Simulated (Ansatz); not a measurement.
Molecule: sum formula GaBr2F, charge 0, multiplicity 1. 
Geometry from a B3LYP-D3(BJ)/def2-TZVP (Ansatz, a quantum-chemistry and plane-wave program) optimisation:
```
Ga
F 1 1.7476
Br 1 2.2667 2 117.80
Br 1 2.2667 2 117.80 3 -180.00
```

Dipole moments at this geometry, in debye (magnitudes).

```tsv
level	program	dipole (D)
BLYP/def2-TZVPD	Ansatz	1.20
B97M-V/def2-TZVPD	Ansatz	1.15
PBE0/def2-TZVPD	Ansatz	1.20
wB97X-V/def2-TZVPD	Ansatz	(withheld)
CCSD(T)/aug-cc-pVDZ	Ansatz	(withheld)
```

Q: Some entries are withheld; supply them.

A: 
- wB97X-V/def2-TZVPD, dipole (D): 1.13
- CCSD(T)/aug-cc-pVDZ, dipole (D): 1.20
